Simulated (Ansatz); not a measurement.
Consider the redistribution: `BSB(O)Cl` + `C=C([SiH3])C=S` → `OB(Cl)C=S` + `BSC(=C)[SiH3]`.

Program: Ansatz. Geometries: PBE0-D4/def2-TZVP. ΔE: electronic, gas phase. CCSD(T)/CBS adds triple-zeta CCSD(T) − MP2 to the extrapolated MP2 energy (def2 sets, frozen cores). DFT in def2-TZVPP. One conformer a species, not always the lowest.

Is it downhill or uphill in electronic energy at CCSD(T)/CBS, and by how much? (Estimate.)

Ansatz gave: Uphill: ΔE = +10.1 kcal/mol.

What do these levels give: PBE-D4, r2SCAN-D4, ωB97M-V, PBE, PBE0, MP2/def2-TZVPP, CCSD/def2-TZVPP, CCSD(T)/def2-TZVPP, HF/def2-QZVPP, MP2/def2-QZVPP, HF/CBS(def2), MP2/CBS(def2)? (An estimate is asked.)

The calculation gave: PBE-D4 9.8, r2SCAN-D4 11.1, ωB97M-V 9.9, PBE 10.1, PBE0 10.9, MP2/def2-TZVPP 11.0, CCSD/def2-TZVPP 10.3, CCSD(T)/def2-TZVPP 10.1, HF/def2-QZVPP 13.4, MP2/def2-QZVPP 11.0, HF/CBS(def2) 13.4, MP2/CBS(def2) 11.0 kcal/mol.

Largest T1 diagnostic among the species: 0.016.

From PBE to PBE0 (25 % exact exchange), in def2-TZVPP and without D4, ΔE moves by +0.8 kcal/mol. In def2-TZVPP, CCSD(T) changes the Hartree–Fock value by −3.4 kcal/mol (the triples alone add −0.2 kcal/mol) and MP2 by −2.4 kcal/mol.
